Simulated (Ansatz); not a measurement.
`[C]#C[SiH](C)Cl` radical. Charge 0, multiplicity 2.

Cartesian coordinates in Å:
```
C 0.598 -0.740 -2.866
C 0.081 -0.559 -1.784
Si -0.656 -0.218 -0.149
C 0.583 0.604 0.953
Cl -1.246 -2.008 0.667
H -1.872 0.600 -0.353
H 0.904 1.551 0.513
H 0.147 0.804 1.934
H 1.460 -0.034 1.084
```

Question: Give the diagnostics of a CCSD(T)/def2-TZVPP run (frozen core, the Gaussian-basis code of Ansatz). (Best estimate.)

Answer: Ansatz gave: T1 = 0.0404, largest single amplitude 0.091, largest double 0.034, (T) share of the correlation energy 4.5 %, 16 CCSD cycles. ⟨S²⟩ of the UHF reference is 1.165 against 0.75 for a pure state. T1 lies under the customary mark of 0.045 for open shells.
